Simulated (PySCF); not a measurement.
Static response to an electric field

Species: cyclo-(F2SnS)2.
Structure used (PBE0-D3(BJ)/def2-SVP), in Å, numbered top down from 1:
```
atom  x, y, z in Å
Sn1   -0.5244    1.3452    0.5867
F2    -2.1100    1.6437    1.6226
F3     0.2211    3.1089    0.4821
S4    -0.9461    0.2756   -1.5362
Sn5    0.5626   -1.3668   -0.6101
F6     2.1413   -1.6784   -1.6522
F7    -0.1986   -3.1221   -0.4849
S8     0.9923   -0.2918    1.5083
```

Level: CAM-B3LYP/def2-SVPD (PySCF), static field, nuclei fixed, core orbitals frozen in the response. The polarisability tensor in these axes (au):

```
x    97.10 -13.44   6.91
y   -13.44 113.75   9.18
z     6.91   9.18 108.80
```

Task: What are the eigenvalues, a third of the trace, and Δα (Δα² = ½Σ(αi − αj)² over the three pairs)?

Result: Principal values 84.88, 111.57 and 123.18 au; mean 106.55 au = 15.79 Å³ = 17.57 × 10⁻⁴⁰ C²·m²/J; Δα = 34.02 au (32 % of the mean).

Task: What is the dipole moment?

Result: 0.04 D; point group D2h allows none, and the residue is numerical.

Task: Rayleigh depolarisation ratio (linearly polarised light, static tensor)?

Result: ρ = 3Δα²/(45ᾱ² + 4Δα²) = 3471.3/(510851 + 4628.3) = 0.00673.

Task: Find the Langevin capture rate constant for NO+ (29.998 u) meeting this molecule (379.742 u), k = 2.342 × 10⁻⁹ cm³/s × √(α in Å³ / reduced mass in u).

Result: The reduced mass is 27.80 u, so k = 1.76 × 10⁻⁹ cm³/s.

Task: Molar refractivity from α?

Result: Lorentz–Lorenz: R = (4π/3)N_A α = 2.5225 cm³/(mol·Å³) × 15.79 Å³ = 39.8 cm³/mol, in the limit of long wavelengths.

Isolated species at its PBE0-D3(BJ)/def2-SVP geometry (one conformer only). Atoms past krypton carry effective core potentials; spin–orbit coupling is left out.
